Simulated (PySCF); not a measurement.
How methods differ on the ionisation energy of Nb²⁸⁺

Nb²⁸⁺ [Ne] 3s2 3p1 [3p1/2^1, M_J = 1/2] → Nb²⁹⁺ [Ne] 3s2, as a difference of total energies. Computed with PySCF 2.14 in an even-tempered Gaussian basis (19 s from 4.3 bohr⁻², ratio 2.4; 13 p from 5.6 bohr⁻², ratio 2.4; 5 d from 20 bohr⁻², ratio 2.6; 4 f from 30 bohr⁻², ratio 2.6), with the two-component X2C-1e Hamiltonian. Correlated levels: 1s2 frozen; the 50 highest virtual spinors dropped. "Screened" scales the spin-orbit matrix elements by Boettger's factors to mimic the two-electron term; Breit and QED terms are absent.

| method | ionisation energy (eV) |
| --- | --- |
| GHF (spin-free) | 1485.1 |
| GMP2 (spin-free) | 1485.5 |
| GHF (screened spin-orbit) | 1500.9 |
| GMP2 (screened spin-orbit) | 1501.3 |

Breit and QED terms and the two-electron picture change are absent.

The spin-free rows lack the spin-orbit shift.

For comparison: 1488 ± 7 eV (semi-empirical (NIST evaluation); NIST Atomic Spectra Database, ionization energies).
